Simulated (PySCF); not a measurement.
**Configurations of LaBr**

Unrestricted PBE0; basis La x2c-TZVPall, Br x2c-TZVPall; spin-free X2C with a Gaussian nucleus; PySCF 2.14. The search starts from ions with several 4f fillings and holds each by maximum overlap.

The lowest solution of each spin and filling, followed along the bond (rough minima from three points):

```
2Ms+1  4f population  ⟨S²⟩ at the start  R at minimum (Å)  Te (eV)
    3           0.04               2.00              2.71     0.00
    1           0.04               0.82              2.68     0.01
```

Solutions at the starting distance of 2.710 Å, counted from the lowest; the search is not exhaustive:

```
2Ms+1  4f population  E (eV)  ⟨S²⟩  ⟨Lz²⟩  μ (D)
    3           0.04    0.00  2.00    4.0  -4.95
    1           0.04    0.01  0.82    2.3  -4.59
    1           0.04    0.26  0.00    0.0  -3.57
    3           0.04    0.44  2.00    1.2  -3.77
    1           0.04    0.44  1.00    4.0  -3.58
    1           0.04    0.59  1.00    1.8  -4.55
```

Partly filled real f orbitals mix terms, so no term symbols are given. A positive dipole means La(−)Br(+).

Spin–orbit coupling is left out. Counting both spins, an empty level lies below a filled one in some of these solutions, because spin and occupation are held. The state is the lowest single determinant that the PBE0 search found; with open d or f shells the true ground state can be another one.
